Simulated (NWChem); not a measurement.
Molecule: SbHCl2; SMILES [Cl][SbH][Cl]

def2 effective core potentials on Sb; no spin-orbit coupling.

### Question
Give the equilibrium geometry at PBE-D3(BJ)/def2-SVP with def2 effective core potentials on Sb (NWChem) as a Z-matrix, with the point group.

### Answer
point group Cs; any orientation.
```
Sb
H 1 1.7487
Cl 1 2.3966 2 93.13
Cl 1 2.3966 2 93.13 3 -100.87
```
